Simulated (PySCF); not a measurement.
**A search over the determinants of ZnO**

Unrestricted PBE0; PySCF, no relativity, basis sets Zn def2-SVP, O def2-SVP. Outer shells of the fragments: Zn 3d10 4s2; O 2s2 2p4.

Followed along the bond (rough minima from three points):

```json
{"2Ms+1": "3", "unpaired": "σ ↑, π ↑", "⟨S²⟩ at the start": "2.01", "R at minimum (Å)": "1.87", "Te (eV)": "0.00"}
{"2Ms+1": "1", "unpaired": "σ ↓, π ↑", "⟨S²⟩ at the start": "1.00", "R at minimum (Å)": "1.85", "Te (eV)": "0.15"}
{"2Ms+1": "1", "unpaired": "none", "⟨S²⟩ at the start": "0.00", "R at minimum (Å)": "1.70", "Te (eV)": "0.43"}
{"2Ms+1": "3", "unpaired": "σ ↑↑", "⟨S²⟩ at the start": "2.00", "R at minimum (Å)": "1.78", "Te (eV)": "1.62"}
```

Solutions found at the starting distance of 1.790 Å, counted from the lowest of them; the search is not exhaustive and high or unbound solutions are not listed, so other states can lie among these:

```tsv
2Ms+1	unpaired	term	E (eV)	⟨S²⟩	⟨Lz²⟩	μ (D)
3	σ ↑, π ↑	³Π	0.00	2.01	1.01	-2.55
1	σ ↓, π ↑	mixed	0.15	1.00	1.01	-2.70
1	none	¹Σ⁺	0.50	0.00	0.00	-5.67
3	σ ↑↑	³Σ⁺	1.58	2.00	0.00	-3.19
3	π ↑↑	³Σ⁻	3.18	2.00	0.00	2.81
1	π ↑↓	mixed	3.90	1.00	2.01	2.69
3	π ↑↑	mixed	5.22	2.02	2.01	-4.07
1	π ↑↓	mixed	5.36	1.13	2.01	-3.71
3	π ↑↑	mixed	5.44	2.02	2.00	-4.11
1	none	mixed	5.87	0.00	2.00	2.31
3	σ ↓, π ↑↑↑	mixed	8.09	3.00	1.00	2.14
```

A term symbol is given only where ⟨S²⟩ and ⟨Lz²⟩ are close to those of a pure state; real π, δ and φ orbitals otherwise mix terms. A positive dipole means Zn(−)O(+).

Counting both spins, an empty level lies below a filled one in some of these solutions, because spin and occupation are held.
